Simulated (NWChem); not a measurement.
AlICl2; SMILES [Cl][Al]([Cl])[I]

Program: NWChem. Coordinates come from a PBE0/def2-SVP optimisation. def2 effective core potentials on I; no spin-orbit coupling. Level r2SCAN/def2-SVP: energy and gradient on several grids; changes count from the extra-fine grid, which is no exact limit either.

**Question.** Which is the coarsest grid (coarse; xcoarse; xfine; medium; fine) from which on the energy stays within 500 μHa and each gradient component within 500 μHa/bohr of xfine?

**Answer.** coarse.
```json
[
 {"grid": "xcoarse", "size of the energy change (μHa)": "3000", "largest change of a gradient component (μHa/bohr)": "100"},
 {"grid": "coarse", "size of the energy change (μHa)": "30", "largest change of a gradient component (μHa/bohr)": "60"},
 {"grid": "medium", "size of the energy change (μHa)": "20", "largest change of a gradient component (μHa/bohr)": "< 30"},
 {"grid": "fine", "size of the energy change (μHa)": "< 10", "largest change of a gradient component (μHa/bohr)": "< 30"},
 {"grid": "xfine", "size of the energy change (μHa)": "< 10", "largest change of a gradient component (μHa/bohr)": "< 30"}
]
```
